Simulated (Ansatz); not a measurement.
Consider the substitution at a C–Si bond: `C=CC(=C)[SiH3]` + HI → `C=CC(=C)I` + SiH₄.

Isolated molecules relaxed with PBE0-D4/def2-TZVP in Ansatz; ΔE leaves out vibrations. CCSD(T)/CBS is the MP2 limit (def2-TZVPP, def2-QZVPP) plus CCSD(T) − MP2 in def2-TZVPP, frozen cores. This one scheme is used for every species. DFT in def2-TZVPP. B3LYP here is the variant with VWN-RPA as its local correlation; programs differ in this. def2 core potentials past Kr. For I outer-core shells are correlated without core-valence functions, which leaves a few kJ/mol of doubt a bond. One conformer a species, not always the lowest.

`C=CC(=C)[SiH3]`:

Cartesian coordinates in Å:
```
C 1.906 -0.375 0.639
C 0.808 0.309 0.957
C -0.432 0.314 0.189
C -1.477 1.042 0.603
Si -0.594 -0.692 -1.384
H 2.794 -0.333 1.257
H 1.959 -1.001 -0.246
H 0.811 0.921 1.858
H -2.414 1.070 0.058
H -1.425 1.639 1.511
H -1.957 -0.477 -1.932
H 0.415 -0.274 -2.395
H -0.394 -2.142 -1.117
```

HI:

Cartesian coordinates in Å:
```
I 0.691 -0.093 -0.402
H -0.691 0.093 0.402
```

`C=CC(=C)I`:

Z-matrix (Å, degrees):
```
C
C 1 1.329
H 1 1.084 2 121.7
H 1 1.083 2 120.7 3 180.0
C 2 1.452 1 127.6 3 0.0
H 2 1.089 1 119.2 3 180.0
I 5 2.098 2 118.4 1 -0.0
C 5 1.331 2 123.0 1 180.0
H 8 1.081 5 123.0 2 180.0
H 8 1.086 5 119.2 2 -0.0
```

SiH₄:

Z-matrix (Å, degrees):
```
Si
H 1 1.485
H 1 1.485 2 109.5
H 1 1.485 2 109.5 3 -120.0
H 1 1.485 2 109.5 3 120.0
```

```tsv
level	ΔE (kJ/mol)
PBE-D4	33.3
B3LYP-D4	36.6
ωB97X-V	40.1
r2SCAN	36.6
B3LYP	36.9
HF/def2-TZVPP	48.6
SCS-MP2/def2-TZVPP	30.1
HF/CBS(def2)	48.3
```

What does CCSD(T)/CBS give? (Estimate.)

The calculation gave: +33.9 kJ/mol. The listed levels differ from it by -0.6, 2.7, 6.2, 2.7, 3.0, 14.7, -3.8, 14.4 kJ/mol.

Largest T1 diagnostic among the species: 0.012.

In def2-TZVPP, CCSD(T) changes the Hartree–Fock value by −12.4 kJ/mol (the triples alone add −3.5 kJ/mol) and MP2 by −20.1 kJ/mol. From PBE to PBE0 (25 % exact exchange), in def2-TZVPP and without D4, ΔE moves by +5.5 kJ/mol.
